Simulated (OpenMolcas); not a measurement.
# Mn3+: effect of the metal basis

Mn3+ with its 6 nearest chloride ions at 2.48 Å, on the Y site of Cs2NaYCl6 (a = 10.7396 Å, distance in the model lattice 2.619 Å). The rest of the host is ab initio model potentials to 7.6 Å and point charges beyond; the distance is set by hand and nothing relaxes.

```
Program             : OpenMolcas 26.06
Method              : SS-CASPT2, IPEA 0.25 Eh, imaginary shift 0.1 Eh (closed shells correlated: 3s 3p and the ligand valence shells)
Spin-orbit coupling : state interaction with AMFI integrals over the reference wave functions
```

Fixed: ligand basis ANO-RCC-VDZP, active space 4 electrons in 5 orbitals (3d), DKH2 Hamiltonian.

States (labels of O, the rotations of Oh). Energies in cm-1 above the lowest state or level, χT in cm3 K/mol.

| Run | Metal basis | Ground state | First state of that spin | First gap with spin-orbit (degeneracies) | χT at 300 K | First state of another spin | Cost |
| --- | --- | --- | --- | --- | --- | --- | --- |
| A | ANO-RCC-VDZP | 5E | 5T2 12580 | 12 (1, 3) | 2.948 | 3T1 8190 | roughly 7 core-minutes |
| B | ANO-RCC-VTZP | 5E | 5T2 12470 | 12 (1, 3) | 2.948 | 3T1 7510 | roughly 13 core-minutes |

Against A, the first state of the same spin changes by -0.9 % in B.

Costs are those of the CASPT2 steps.

Roots that are degenerate in the reference are averaged as groups; the widest CASPT2 spread within a group is 910 cm-1 (the 3-fold group of multiplicity 3 near 52700 cm-1 above the lowest state of its run, A). Shifts and gaps below about the spread of the groups concerned are not significant. Over all roots computed the reference weight is 0.63 to 0.67 in A, 0.63 to 0.67 in B; a low but even weight reflects the number of correlated electrons. An orbital doublet at a regular site is open to a Jahn-Teller distortion, which this geometry leaves out. This shell can be high or low spin here, a state of another spin lies low, and with metal d orbitals alone active their balance is uncertain, so the ground spin may be wrong. Ligand-to-metal charge-transfer states are missing. These CASPT2 states fit no ligand-field parameters well, so their order and spin gaps are uncertain. With no ligand orbital active B as a rule stays too high, so bands that hang on it stand too high and its fall with covalency is understated. With one d shell and no ligand orbital active, 10Dq can be off by a tenth or more. No measured value stands beside these numbers; the geometry was set by hand and not optimised.
